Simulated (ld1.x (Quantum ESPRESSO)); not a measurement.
**Hf: one change to a TM potential, before and after**

ld1.x (Quantum ESPRESSO) 7.5 input, shortened:

```
&input
   title='Hf', zed=72., rel=2, dft='REVPBE', iswitch=3,
   config='[Xe] 4f14 5d2 6s1.5 6p0.5', rel_dist='average'
 /
 &inputp
   pseudotype=2, tm=.true., lloc=0,
   nlcc=.true., rcore=0.95
 /
3
6P  2  1   0.50   0.00  4.20  4.20  0.0
5D  3  2   2.00   0.00  1.95  1.95  0.0
6S  1  0   1.50   0.00  2.95  2.95  0.0
 &test
   configts(1)='5d2 6s1.5 6p0.5'
 /
```

Open shells are filled in proportion to 2j + 1 (rel_dist='average').

Change: wave 6s (bound): rc 2.95 bohr becomes 6s (bound): rc 3.28 bohr.

Cutoffs: the cutoffs (Ry, on a coarse ladder) from which the occupation-weighted sum of valence levels, in a spherical-Bessel basis at the reference potential, stays within 10 and 1 mRy of its value at 400 Ry; they do not see the model core or the augmentation charge, which bear on the density cutoff. Errors are all-electron minus pseudo energies relative to the spin-unpolarised reference configuration.

Question: How do hardness, ghosts and transferability respond?

Answer: The potential gets neither clearly harder nor softer (25 Ry and 30 Ry → 25 Ry and 30 Ry); of the 7 tests that both files solve, the error grows in 1 and shrinks in 2 by more than 15 % and 0.3 meV (median size 12.5 → 16.6 meV); neither file shows a bound ghost.

```tsv
quantity	base	changed
cutoff, loose	25 Ry	25 Ry
cutoff, tight	30 Ry	30 Ry
bound ghosts	none	none
error for 5d2 6s2 6p0, meV [ΔE -1.86 eV]	-0.8	-0.9
error for 5d2 6s1 6p0, meV [ΔE 6.05 eV]	-5.7	-4.6
error for 5d2 6s0 6p0, meV [ΔE 20.08 eV]	-41	-41
error for 5d1 6s0 6p0, meV [ΔE 41.74 eV]	-254	-283
error for 5d1 6s2 6p0, meV [ΔE 4.58 eV]	-64	-46
error for 5d2 6s0 6p2, meV [ΔE 5.87 eV]	-13	-17
error for 5d2 6s1.5 6p0, meV [ΔE 1.37 eV]	-1.5	-1.6
s: phases at 4.56 bohr within 0.05 rad from the reference energy up to (Ry; the scan ends near 5)	0.7	0.6
p1/2: phases at 4.56 bohr within 0.05 rad from the reference energy up to (Ry; the scan ends near 5)	1.0	1.0
p3/2: phases at 4.56 bohr within 0.05 rad from the reference energy up to (Ry; the scan ends near 5)	1.0	1.0
d3/2: phases at 4.56 bohr within 0.05 rad from the reference energy up to (Ry; the scan ends near 5)	0.4	0.4
d5/2: phases at 4.56 bohr within 0.05 rad from the reference energy up to (Ry; the scan ends near 5)	0.4	0.5
```
